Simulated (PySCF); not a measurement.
Predicted microwave data (PBE0-D3(BJ)/def2-SVP geometry optimisation, gas phase (PySCF 2.14.0)) for one isomer of C12H27P:

```
Rotational constants : A = 659.7, B = 423.2, C = 299.1 MHz
Dipole components    : |μa| = 0.08 D, |μb| = 0.23 D, |μc| = 1.14 D
Inertial defect      : -270.53 u·Å²
κ                    : -0.31
```

Question: Which structure is it? (One computed conformer of each.)
A. `[CH3:1][CH2:2][CH2:3][CH2:4][P:5]([CH2:6][CH:7]([CH3:8])[CH3:9])[C:10]([CH3:11])([CH3:12])[CH3:13]` with C1–C2–C3–C4 179°, C2–C3–C4–P5 -178°, C3–C4–P5–C6 156°, C4–P5–C6–C7 -85°, P5–C6–C7–C8 -68°
B. `[CH3:1][CH2:2][C@H:3]([CH3:4])[P:5]([C@@H:6]([CH3:7])[CH2:8][CH3:9])[C@@H:10]([CH3:11])[CH2:12][CH3:13]` with C1–C2–C3–C4 -72°, C2–C3–P5–C6 179°, C3–P5–C6–C7 55°, P5–C6–C8–C9 167°, C3–P5–C10–C11 -18°
C. `[CH3:1][CH2:2][CH2:3][CH2:4][P:5]([CH2:6][CH2:7][CH2:8][CH3:9])[CH2:10][CH2:11][CH2:12][CH3:13]` with C1–C2–C3–C4 179°, C2–C3–C4–P5 173°, C3–C4–P5–C6 71°, C4–P5–C6–C7 -96°, P5–C6–C7–C8 -179°

Answer: A. It is CCCCP(CC(C)C)C(C)(C)C, an asymmetric top, point group C1. The candidates at the same level (rigid rotor, commonest isotopes):

```
                             SMILES  A (MHz)  B (MHz)  C (MHz)  μa (D)  μb (D)  μc (D)  Δ (u·Å²)  point group           rotor
CC[C@H](C)P([C@@H](C)CC)[C@@H](C)CC    744.2    495.4    367.9    0.00    0.42    1.11   -325.38           C1  asymmetric top
              CCCCP(CC(C)C)C(C)(C)C    659.7    423.2    299.1    0.08    0.23    1.14   -270.53           C1  asymmetric top
                    CCCCP(CCCC)CCCC    613.8    295.0    206.8    0.09    0.12    1.21    -92.83           C1  asymmetric top
```

`CC[C@H](C)P([C@@H](C)CC)[C@@H](C)CC` has C 23 % too high; `CCCCP(CCCC)CCCC` has C 31 % too low. No structure here is proved a minimum.
